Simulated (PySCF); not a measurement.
ClH2NSi, neutral, multiplicity 1.

```xyz
5

Si     0.7403     0.5707     0.0000
Cl    -0.2083    -1.3288     0.0000
N     -0.6594     1.5469     0.0000
H     -1.6142     1.2157     0.0000
H     -0.5942     2.5547     0.0000
```

Geometry: B3LYP-D3(BJ)/def2-TZVP. Other conformers were not sampled.

These are PBE0/pcSseg-2 in PySCF values and carry that method's errors. Non-relativistic, no solvent.

Computed absolute GIAO shielding of each atom: isotropic value and principal components (ppm):
```json
[
 {"atom": "Si1", "σ(iso)": "162.3", "σ11": "-138.2", "σ22": "283.6", "σ33": "341.6", "span": "479.7"},
 {"atom": "Cl2", "σ(iso)": "653.6", "σ11": "230.5", "σ22": "753.2", "σ33": "977.1", "span": "746.5"},
 {"atom": "N3", "σ(iso)": "111.6", "σ11": "-59.7", "σ22": "181.6", "σ33": "212.7", "span": "272.5"},
 {"atom": "H4", "σ(iso)": "26.4", "σ11": "22.1", "σ22": "22.7", "σ33": "34.3", "span": "12.2"},
 {"atom": "H5", "σ(iso)": "26.5", "σ11": "23.0", "σ22": "24.5", "σ33": "32.0", "span": "8.9"}
]
```
